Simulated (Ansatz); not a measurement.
The first iterations of a band of GeH4 + HO (7 atoms, charge 0, multiplicity 2).

These are results of UHF/def2-SVP (Ansatz), not measurements.

| Item | Value |
| --- | --- |
| movable images | 9 |
| climbing image | yes |
| spring | 5.0 eV/Å² |
| optimiser | quadratic models (default) |
| start path | through a guess of the saddle point |
| force threshold | 0.05 eV/Å |
| iteration limit | 60 |
| end points | relaxed |

Image 0:

```xyz
7
Properties=species:S:1:pos:R:3
Ge 0.012 0.020 -0.267
H 0.015 0.026 1.267
H 1.457 0.013 -0.779
H -0.714 1.267 -0.782
H -0.713 -1.237 -0.765
O -0.077 -0.121 4.352
H -0.492 -0.769 3.783
```

Image 10:

```xyz
7
Properties=species:S:1:pos:R:3
Ge 0.008 0.014 -0.656
H 0.132 0.245 3.091
H 1.455 -0.018 -1.159
H -0.740 1.247 -1.173
H -0.735 -1.280 -1.007
O -0.054 -0.121 3.943
H -0.579 -0.888 3.770
```

| iteration | highest image above the first end (eV) | largest band force component (eV/Å) |
| --- | --- | --- |
| 1 | 1.022 | 6.187 |
| 2 | 0.901 | 4.502 |
| 3 | 0.792 | 19.345 |
| 4 | 0.639 | 0.657 |
| 5 | 0.690 | 1.194 |

Question: Does the band converge within its limit, and where does its top end?

Answer: The run converged. It ended after 15 iterations with the highest image 0.827 eV above the first end. Neighbouring images differ by up to 1.2 eV, so the band resolves the path poorly. A vibrational analysis at the climbing image gives one clearly imaginary mode, 2361i cm⁻¹: a first-order saddle point.

Run time: 3.9 min on 1 thread of AMD EPYC 7R43 64-Core Processor (Zen 3), with other jobs on the host, peak memory 0.2 GiB.
